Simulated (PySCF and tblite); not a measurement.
Values are calculated unless marked as measured or tabulated.
## Dynamics report: rotation

System: C6H11NO, numbered as in [CH3:1][NH:2]/[C:3]([CH3:4])=[CH:5]/[C:6]([CH3:7])=[O:8].

Motion: rotation about the C5–C6 bond (torsion C3–C5–C6–C7 from 180° to 356°, rising). Level: BP86/pcSseg-1 + D3(BJ) on GFN2-xTB stationary points, with GFN2-xTB thermal terms. Rate constants are transition-state-theory values, counting equivalent paths, without tunnelling. Run with tblite and PySCF.

```
 point  symmetry  E(GFN2) kcal/mol  E(DFT) kcal/mol  ZPE change kcal/mol  lowest mode cm⁻¹  dipole D
 start        Cs               0.0              0.0                 0.00                45      5.28
saddle        C1               9.7             13.0                -0.33              101i      4.42
   end        C1               5.0              4.3                 0.39                28      6.28
```

```
Electronic barrier                                      : 13.0 kcal/mol
Barrier with zero-point energy                          : 12.7 kcal/mol
ΔH‡ (298 K)                                             : 12.1 kcal/mol
ΔS‡ (298 K, symmetry apart)                             : -4.5 cal/(mol K)
Paths                                                   : 2 equivalent paths
End point                                               : a different minimum
Mean lifetime of the start against this motion at 298 K : 540 µs
Cost                                                    : 3.5 min on 1 thread of Intel Xeon Platinum 8259CL @ 2.50GHz (shared host) (rough), peak memory 0.71 GiB, launched as `OMP_NUM_THREADS=1 python ens_run.py task.json out`
```

```
T/K  ΔG‡ kcal/mol     k s⁻¹  ΔG kcal/mol  k back s⁻¹
150          13.0  7.4×10⁻⁷          4.8         4.4
200          13.1     0.038          4.9        4370
250          13.3        26          5.0     2.8×10⁵
298          13.4      1860          5.0     4.2×10⁶
350          13.6     5×10⁴          5.0     3.4×10⁷
400          13.7   5.5×10⁵          5.0     1.6×10⁸
500          14.0   1.6×10⁷          5.1     1.3×10⁹
```

ΔG and ΔG‡ leave out symmetry numbers and mirror images; rates count paths: 2 out, 1 back.
